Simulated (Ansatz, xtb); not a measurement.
Worked example: SiH3(OH) + C2H10Si2 → SiH3(SiH3) + C2H8OSi

Species: SiH3(OH) (silanol), singlet; C2H10Si2 `CC[SiH2][SiH3]`, singlet; SiH3(SiH3) (disilane), singlet; C2H8OSi `CC[SiH2]O`, singlet. The partners trade OH for SiH3; both sit on Si, so the bond types are kept.

Shapes, held fixed at every level: PBE0-D4/def2-TZVP. Flexible molecules stand in one conformer, not always the lowest. Programs: Ansatz 0.2.0, xtb 6.7.1. The zero-point and thermal change to 298 K, harmonic and unscaled (PBE0-D4/def2-TZVP), is -1.0 kJ/mol.

At CCSD(T)/CBS estimate; 1 Eh = 2625.50 kJ/mol:

```
   species  energy (Eh)
  SiH3(OH)  -366.690417
  C2H10Si2  -660.276144
SiH3(SiH3)  -581.743587
   C2H8OSi  -445.225896
```

Work out ΔH(298 K) of the reaction at this level.


1. Products less reactants: (-581.743587) + (-445.225896) − [(-366.690417) + (-660.276144)] = -0.002922 Eh = -7.7 kJ/mol.
2. With the thermal change: -7.7 + (-1.0) = -8.7 kJ/mol.

Other levels give -10.5 (r2SCAN-D4/def2-TZVPP) to -9.0 kJ/mol (B3LYP-D4/def2-TZVPP). No measured value is set beside it here. The CBS estimate extrapolates MP2 from def2-TZVPP and def2-QZVPP and adds CCSD(T) − MP2 in the triple-zeta set, cores frozen.
